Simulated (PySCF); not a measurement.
**Gas-phase XPS of `F[Si](F)(F)F`, computed**

Compound: SiF4.
Bonds: F1–Si2, Si2–F3, Si2–F4, Si2–F5.

Method used: delta-SCF UKS SCAN, pcX-2 on the ionised atom, pcseg-1 elsewhere, spin-free X2C (PySCF). Binding energies are ΔSCF values: E(core-ionised, relaxed orbitals) − E(ground state) at a fixed geometry, referred to the vacuum level.

Q: List the computed XPS lines with their assignment.

A: 
```tsv
atom(s)	bonded to	level	binding energy (eV)	2p1/2 (eV)	count
Si2	4 F	Si 2p3/2	111.79	112.41	1
F1/F3/F4/F5	Si	F 1s	694.54	–	4
Si2	4 F	Si 1s	1852.22	–	1
```

Q: What is the longest wavelength that can ionise Si 1s of Si2 vertically?

A: λ = hc/E = 12398.42 eV Å / 1852.22 eV = 6.694 Å.

The first atom of each set that the bonding makes equivalent was ionised and stands for the set. The 2p values add to the ΔSCF energy of one spin-free hole a correction within the shell (spin–orbit coupling, ligand field). 2p1/2 minus 2p3/2 (ligand field included): Si 0.63 eV. Isolated species at its GFN2-xTB geometry, gas phase.
